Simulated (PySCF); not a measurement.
PySCF job for C2H5N3Si, SMILES N[SiH]1N=CC=N1, TDDFT-B3LYP/def2-SVPD. The structure is a stationary point at B3LYP-D3(BJ)/def2-SVP. The structure was generated by enumeration, and PubChem lists no compound with its InChIKey, so it may never have been made. The values are those of a single conformer.

```python
import numpy as np
from pyscf import gto, scf, dft, tdscf

mol = gto.M(
    atom='''
    N    -2.01304379    0.76330771    0.22195481
    Si   -0.62055577   -0.19184243    0.48290716
    N     0.84145798    0.81716223    0.78771146
    C     1.69536075    0.43358335   -0.07750797
    C     1.24882751   -0.65582970   -1.06168434
    N     0.05873277   -1.09158336   -0.93245335
    H    -2.01017773    1.54754350   -0.42192412
    H    -2.94304032    0.37933057    0.34901408
    H    -0.89712619   -1.15429684    1.57498513
    H     2.71655280    0.85126968   -0.13389468
    H     1.94641414   -1.02678085   -1.83421738
    ''',
    basis='def2-SVPD',
    charge=0,
    spin=0,
    max_memory=1600,
    verbose=4,
)
mf = dft.RKS(mol, xc='b3lyp').density_fit(auxbasis='def2-universal-jkfit')
mf.grids.level = 3
mf.conv_tol = 1e-9
mf.max_cycle = 100
mf.kernel()
mf.grids = dft.Grids(mol).set(level=1).build(with_non0tab=True)  # coarser grid for the response kernel
td = tdscf.TDDFT(mf)
td.singlet = True
td.nstates = 10
td.conv_tol = 1e-4
td.positive_eig_threshold = 1e-6
td.kernel(x0=td.get_init_guess(mf, 15))
td.analyze()
tt = tdscf.TDA(mf)
tt.singlet = False
tt.nstates = 4
tt.conv_tol = 1e-4
tt.positive_eig_threshold = 1e-6
tt.kernel(x0=tt.get_init_guess(mf, 9))
tt.analyze(verbose=3)
```

Output:

```
PySCF version 2.14.0

[INPUT] verbose = 4
[INPUT] num. atoms = 11
[INPUT] num. electrons = 52
[INPUT] charge = 0
[INPUT] spin (= nelec alpha-beta = 2S) = 0
[INPUT] symmetry False subgroup None
[INPUT] Mole.unit = angstrom
[INPUT] Symbol           X                Y                Z      unit          X                Y                Z       unit  Magmom
[INPUT]  1 N     -2.013043790000   0.763307710000   0.221954810000 AA   -3.804101439856   1.442442520669   0.419433802930 Bohr   0.0
[INPUT]  2 Si    -0.620555770000  -0.191842430000   0.482907160000 AA   -1.172680450319  -0.362529651771   0.912562275992 Bohr   0.0
[INPUT]  3 N      0.841457980000   0.817162230000   0.787711460000 AA    1.590125127530   1.544212814039   1.488558924581 Bohr   0.0
[INPUT]  4 C      1.695360750000   0.433583350000  -0.077507970000 AA    3.203767499837   0.819353783671  -0.146468835771 Bohr   0.0
[INPUT]  5 C      1.248827510000  -0.655829700000  -1.061684340000 AA    2.359941970723  -1.239338517356  -2.006292633340 Bohr   0.0
[INPUT]  6 N      0.058732770000  -1.091583360000  -0.932453350000 AA    0.110988849837  -2.062793592533  -1.762081455433 Bohr   0.0
[INPUT]  7 H     -2.010177730000   1.547543500000  -0.421924120000 AA   -3.798685371400   2.924433380851  -0.797321032148 Bohr   0.0
[INPUT]  8 H     -2.943040320000   0.379330570000   0.349014080000 AA   -5.561540178352   0.716830887975   0.659541024817 Bohr   0.0
[INPUT]  9 H     -0.897126190000  -1.154296840000   1.574985130000 AA   -1.695322798275  -2.181304894051   2.976290545963 Bohr   0.0
[INPUT] 10 H      2.716552800000   0.851269680000  -0.133894680000 AA    5.133540794920   1.608666553346  -0.253024274736 Bohr   0.0
[INPUT] 11 H      1.946414140000  -1.026780850000  -1.834217380000 AA    3.678189649581  -1.940334596448  -3.466168501117 Bohr   0.0

nuclear repulsion = 281.855076900727
number of shells = 70
number of NR pGTOs = 242
number of NR cGTOs = 164
basis = def2-SVPD
ecp = {}


[settings echo left out]
init E= -533.38918257019
  HOMO = -0.293219489545491  LUMO = -0.153802591253857  gap/eV = 3.79373
cycle= 1 E= -532.657841638067  delta_E= 0.731  |g|= 0.659  |ddm|= 5.14
  HOMO = -0.179718877629355  LUMO = -0.061592462421928  gap/eV = 3.21438
cycle= 2 E= -532.398911149205  delta_E= 0.259  |g|= 1.25  |ddm|= 3.72
  HOMO = -0.259737122634995  LUMO = -0.0841813902252819  gap/eV = 4.77711
cycle= 3 E= -532.751433709531  delta_E= -0.353  |g|= 0.163  |ddm|= 2.56
  HOMO = -0.267163667629356  LUMO = -0.0937552465733247  gap/eV = 4.71868
cycle= 4 E= -532.757461608277  delta_E= -0.00603  |g|= 0.0578  |ddm|= 0.288
  HOMO = -0.267136711170497  LUMO = -0.0930527568361028  gap/eV = 4.73707
cycle= 5 E= -532.758162567745  delta_E= -0.000701  |g|= 0.0187  |ddm|= 0.0923
  HOMO = -0.266616494888614  LUMO = -0.09165581329066  gap/eV = 4.76092
cycle= 6 E= -532.758246728772  delta_E= -8.42e-05  |g|= 0.00306  |ddm|= 0.0407
  HOMO = -0.266832232547868  LUMO = -0.0918922192869402  gap/eV = 4.76036
cycle= 7 E= -532.758249008119  delta_E= -2.28e-06  |g|= 0.000582  |ddm|= 0.00646
  HOMO = -0.266803513101593  LUMO = -0.0918227992946492  gap/eV = 4.76147
cycle= 8 E= -532.758249075227  delta_E= -6.71e-08  |g|= 0.000301  |ddm|= 0.00144
  HOMO = -0.266795638601543  LUMO = -0.0918330314651246  gap/eV = 4.76098
cycle= 9 E= -532.75824909056  delta_E= -1.53e-08  |g|= 0.000171  |ddm|= 0.000686
  HOMO = -0.2668108750724  LUMO = -0.091839346276704  gap/eV = 4.76122
cycle= 10 E= -532.758249097265  delta_E= -6.7e-09  |g|= 2.59e-05  |ddm|= 0.000326
  HOMO = -0.266809726047743  LUMO = -0.091837855498321  gap/eV = 4.76123
cycle= 11 E= -532.75824909741  delta_E= -1.44e-10  |g|= 9.2e-06  |ddm|= 6.83e-05
  HOMO = -0.266809059992462  LUMO = -0.0918379349806004  gap/eV = 4.76121
Extra cycle  E= -532.758249097365  delta_E= 4.41e-11  |g|= 1.71e-05  |ddm|= 4.25e-05
converged SCF energy = -532.758249097365
tot grids = 44496
Overwritten attributes  positive_eig_threshold  of <class 'pyscf.tdscf.rks.TDDFT'>


******** <class 'pyscf.tdscf.rks.TDDFT'> for <class 'pyscf.df.df_jk.DFRKS'> ********
nstates = 10 singlet
deg_eia_thresh = 1.000e-03
wfnsym = None
conv_tol = 0.0001
eigh lindep = 1e-12
eigh level_shift = 0
eigh max_cycle = 100


Excitation energies (eV)
[3.40542331 3.51231354 4.45650555 5.60381644 6.50216899 6.54947438
 6.67502541 6.74097946 6.97089798 7.04549696]

** Singlet excitation energies and oscillator strengths **
Excited State   1:      3.40542 eV    364.08 nm  f=0.0001
      24 -> 27        0.12995
      25 -> 27        0.12271
      26 -> 27       -0.68136
Excited State   2:      3.51231 eV    353.00 nm  f=0.0004
      25 -> 27       -0.69100
      26 -> 27       -0.13141
Excited State   3:      4.45651 eV    278.21 nm  f=0.0042
      24 -> 27       -0.69066
      26 -> 27       -0.12260
Excited State   4:      5.60382 eV    221.25 nm  f=0.0322
      23 -> 27        0.69354
Excited State   5:      6.50217 eV    190.68 nm  f=0.0118
      22 -> 27        0.26708
      26 -> 28       -0.25632
      26 -> 29       -0.57377
Excited State   6:      6.54947 eV    189.30 nm  f=0.0651
      21 -> 27        0.11547
      22 -> 27       -0.61984
      24 -> 29        0.11078
      26 -> 28       -0.14539
      26 -> 29       -0.21883
Excited State   7:      6.67503 eV    185.74 nm  f=0.0047
      25 -> 28       -0.15295
      25 -> 29       -0.55383
      26 -> 28        0.36154
      26 -> 29       -0.11089
Excited State   8:      6.74098 eV    183.93 nm  f=0.0227
      24 -> 28       -0.16976
      25 -> 29       -0.38128
      26 -> 28       -0.48091
      26 -> 29        0.26351
Excited State   9:      6.97090 eV    177.86 nm  f=0.0228
      25 -> 28        0.62641
      25 -> 29       -0.11637
      25 -> 30        0.10221
      26 -> 28        0.12488
      26 -> 30        0.21660
Excited State  10:      7.04550 eV    175.98 nm  f=0.0178
      24 -> 28        0.16296
      25 -> 28        0.24040
      26 -> 29        0.10489
      26 -> 30       -0.61703
      26 -> 31        0.10197

** Transition electric dipole moments (AU) **
state          X           Y           Z        Dip. S.      Osc.
  1         0.0112     -0.0020      0.0402      0.0017      0.0001
  2         0.0494     -0.0401      0.0178      0.0044      0.0004
  3        -0.1810      0.0725      0.0269      0.0387      0.0042
  4         0.1148      0.3628      0.2992      0.2343      0.0322
  5        -0.1601      0.1301      0.1777      0.0741      0.0118
  6         0.5359      0.1778     -0.2942      0.4054      0.0651
  7        -0.0268     -0.1589     -0.0502      0.0285      0.0047
  8         0.1195      0.1581      0.3135      0.1375      0.0227
  9        -0.1729      0.0935      0.3083      0.1336      0.0228
 10         0.2809      0.1172     -0.1020      0.1031      0.0178

** Transition velocity dipole moments (imaginary part, AU) **
state          X           Y           Z        Dip. S.      Osc.
  1         0.0021     -0.0022      0.0066      0.0001      0.0003
  2         0.0072     -0.0070      0.0041      0.0001      0.0006
  3        -0.0307      0.0126      0.0035      0.0011      0.0045
  4         0.0223      0.0727      0.0595      0.0093      0.0302
  5        -0.0419      0.0343      0.0434      0.0048      0.0134
  6         0.1282      0.0467     -0.0723      0.0238      0.0660
  7        -0.0006     -0.0438     -0.0121      0.0021      0.0056
  8         0.0333      0.0393      0.0824      0.0095      0.0254
  9        -0.0418      0.0222      0.0825      0.0090      0.0235
 10         0.0772      0.0297     -0.0252      0.0075      0.0192

** Transition magnetic dipole moments (imaginary part, AU) **
state          X           Y           Z
  1         0.6231      0.0042     -0.1133
  2        -0.6759      0.1033      0.3742
  3        -0.2581     -0.3757      0.4893
  4        -0.4052      0.9518     -0.8501
  5        -0.9105     -0.3292      0.3390
  6        -0.3079      0.0020      0.4016
  7        -0.2947      0.3151      0.3879
  8        -0.2849     -0.2318      0.2921
  9        -0.1905     -0.0713      0.2556
 10        -0.1742      0.2591     -0.0243
Overwritten attributes  positive_eig_threshold  of <class 'pyscf.tdscf.rks.TDA'>


******** <class 'pyscf.tdscf.rks.TDA'> for <class 'pyscf.df.df_jk.DFRKS'> ********
nstates = 4 triplet
deg_eia_thresh = 1.000e-03
wfnsym = None
conv_tol = 0.0001
eigh lindep = 1e-12
eigh level_shift = 0
eigh max_cycle = 100


Excitation energies (eV)
[2.89750923 2.99058759 3.61434588 4.39174585]

** Triplet excitation energies and oscillator strengths **
Excited State   1:      2.89751 eV    427.90 nm  f=0.0000
Excited State   2:      2.99059 eV    414.58 nm  f=0.0000
Excited State   3:      3.61435 eV    343.03 nm  f=0.0000
Excited State   4:      4.39175 eV    282.31 nm  f=0.0000
```

The run converged.

Cost: very roughly 6 core-minutes.
